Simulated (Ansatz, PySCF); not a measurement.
Species: C$_{2}$H$_{2}$O (charge 0, singlet). 
Geometry from a B3LYP-D3(BJ)/def2-TZVP (Ansatz, a first-principles code) optimisation:
SMILES: C1=CO1
```xyz
5

C     -0.5598    -0.3894    -0.1406
C      0.6961    -0.5349    -0.0506
O     -0.1265     0.8836     0.1831
H     -1.5447    -0.7845    -0.3237
H      1.7394    -0.7389     0.0057
```

Total electronic energies in hartree. Cores are frozen in the correlated levels unless marked. No spin-orbit coupling. No relativistic terms. CBS marks a two-point X^-3 extrapolation of the correlation energy; Hartree-Fock from the larger set. The bracket is a focal-point correction in the basis named.

The Hartree-Fock reference is unstable (checked in the largest basis), which strains HF and MP2. 

```json
[
 {"level": "HF/aug-cc-pVDZ", "program": "Ansatz", "energy (Eh)": "-151.60486"},
 {"level": "BP86-D4/def2-TZVPD", "program": "PySCF + dftd4", "energy (Eh)": "-152.54698"},
 {"level": "B3LYP-D3(BJ)/def2-TZVPD", "program": "Ansatz + dftd3", "energy (Eh)": "-152.54368"},
 {"level": "PBE0/def2-TZVP", "program": "Ansatz", "energy (Eh)": "-152.35809"},
 {"level": "PBE0/def2-QZVPP", "program": "Ansatz", "energy (Eh)": "-152.36778"},
 {"level": "TPSSh-D4/def2-TZVPD", "program": "PySCF + dftd4", "energy (Eh)": "-152.54804"},
 {"level": "TPSSh/def2-TZVPD", "program": "PySCF", "energy (Eh)": "-152.54570"},
 {"level": "HSE06-D3(BJ)/def2-TZVPD", "program": "Ansatz + dftd3", "energy (Eh)": "-152.35347"},
 {"level": "CAM-B3LYP/def2-TZVPD", "program": "Ansatz", "energy (Eh)": "-152.46695"},
 {"level": "B2GP-PLYP/def2-TZVPD", "program": "Ansatz", "energy (Eh)": "-152.38854"},
 {"level": "B2PLYP-D4/def2-TZVPD", "program": "Ansatz + dftd4", "energy (Eh)": "-152.42272"},
 {"level": "MP2/STO-3G", "program": "Ansatz", "energy (Eh)": "-149.78808"},
 {"level": "MP2/CBS(cc-pVTZ,cc-pVQZ)", "program": "Ansatz", "energy (Eh)": "-152.2729"},
 {"level": "CCSD/STO-3G", "program": "Ansatz", "energy (Eh)": "-149.82469"},
 {"level": "CCSD/6-31G", "program": "Ansatz", "energy (Eh)": "-151.83196"},
 {"level": "CCSD/aug-cc-pVTZ", "program": "Ansatz", "energy (Eh)": "-152.21475"},
 {"level": "CCSD(T)/STO-3G", "program": "Ansatz", "energy (Eh)": "-149.82935"},
 {"level": "CCSD(T)/cc-pVDZ", "program": "Ansatz", "energy (Eh)": "-152.07472"},
 {"level": "CCSD(T)/cc-pVDZ", "program": "PySCF", "energy (Eh)": "-152.07472"},
 {"level": "CCSD(T)/aug-cc-pVTZ", "program": "Ansatz", "energy (Eh)": "-152.24520"},
 {"level": "RI-MP2/CBS(cc-pVTZ,cc-pVQZ)+[CCSD(T)-MP2]/cc-pVDZ", "program": "Ansatz", "energy (Eh)": "-152.3088"},
 {"level": "RI-MP2/CBS(aug-cc-pVTZ,aug-cc-pVQZ)+[CCSD(T)-MP2]/aug-cc-pVTZ", "program": "Ansatz", "energy (Eh)": "-152.3119"},
 {"level": "CCSD(T)/CBS(cc-pVTZ,cc-pVQZ)", "program": "Ansatz", "energy (Eh)": "-152.3037"}
]
```

Totals of different functionals don't rank their quality; only differences between species are comparable.
